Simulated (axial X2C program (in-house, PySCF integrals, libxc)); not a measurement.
## Worked dissociation energy of SnCl⁻: PBE0, spin-free

Calculated with an axial X2C code built on PySCF integrals. Spin-free means the one-electron spin-free X2C Hamiltonian. Basis: Sn dyall-acv3z [12s13p10d5f1g], Cl dyall-av3z [9s8p3d2f] (cores contracted in-house); Gaussian nuclei, density fitting, unrestricted open shells. Masses: Sn 119.902 u, Cl 34.969 u.

Molecular state: M_S = 1, Λ = 0 (beyond evenly filled blocks: π+α, π-α).

| Quantity | Value |
| --- | --- |
| E(Sn) (2M_S = 2, M_L = 0) | -6176.214469 hartree |
| E(Cl-) (2M_S = 0, M_L = 0) | -461.564810 hartree |
| E(SnCl⁻) at Re | -6637.848693 hartree |
| ωe | 250.2 cm⁻¹ |
| ωexe | 1.24 cm⁻¹ |

(1) Work out De and D0.

The state is a single determinant with fixed occupations, the lowest that a limited PBE0 search found. Dissociation energies refer to the lowest single-determinant-based atoms at the same level and basis. PBE0 can misorder states that lie within some tenths of an eV, so this need not be the ground state of the molecule. The nearest other spin-free determinant of the search, M_S = 0, Λ = 2, lies 0.64 eV up at the distance of the search. The highest occupied level of some functionals is positive through self-interaction error; at Hartree–Fock it is bound. Spin-free De lacks the spin–orbit lowering of the heavy p-block atom, a tenth of an eV or more for 4p and 5p, up to an eV for 6p and one to two eV for 7p atoms, less what an open-shell molecule gains itself.

Each atomic determinant is the lowest at this level and need not be a pure term. Totals compare only within one Hamiltonian and basis.

Answers

(1) De = -6176.214469 + (-461.564810) − (-6637.848693) = 0.06941 hartree = 1.889 eV. The zero-point energy is ωe/2 − ωexe/4 = 125 cm⁻¹ = 0.015 eV, so D0 = 1.873 eV.
